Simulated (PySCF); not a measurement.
A structure optimised at PBE-D3(BJ)/def2-SVP, used in a PySCF frequency run:

```xyz
7

Ga    -0.0040     0.7617     0.0000
O     -1.4362     1.8562     0.0000
H     -2.2826     1.3730     0.0000
O      1.6027     1.5684     0.0000
H      1.4937     2.5385     0.0000
Se    -0.0544    -1.5691     0.0000
H      1.4316    -1.5705     0.0000
```

**Question.** Write its SMILES, formula and point group.

**Answer.** [OH][Ga]([OH])[SeH], GaH3O2Se, Cs

**Question.** What are its rotational constants (standard atomic weights)?

**Answer.** 6.0257, 1.4897, 1.1944 GHz
